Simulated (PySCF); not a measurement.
Stepwise substitution at one centre (B H-CH3). All species are isolated molecules in the gas phase. Strings in code marks are SMILES.

The four lowest singlet excitations (Tamm–Dancoff). The numbers are results of TPSSh-D3(BJ)/def2-TZVP // CAM-B3LYP-D3(BJ)/def2-TZVP in PySCF 2.14.0, not measurements. Excitations are Tamm–Dancoff values on a coarser integration grid. The basis has no diffuse functions, so Rydberg states are missing or too high.

```
state  energy (eV)  wavelength (nm)  oscillator strength
-----  -----------  ---------------  -------------------
S1            6.24              199                0.002
S2            6.46              192                0.001
S3            8.43              147                0.011
S4            8.54              145                0.080
```

### Question
Say which member gives these states.
A. `BC`
B. `CB(C)C`
C. `CBC`

### Answer
C, `CBC`
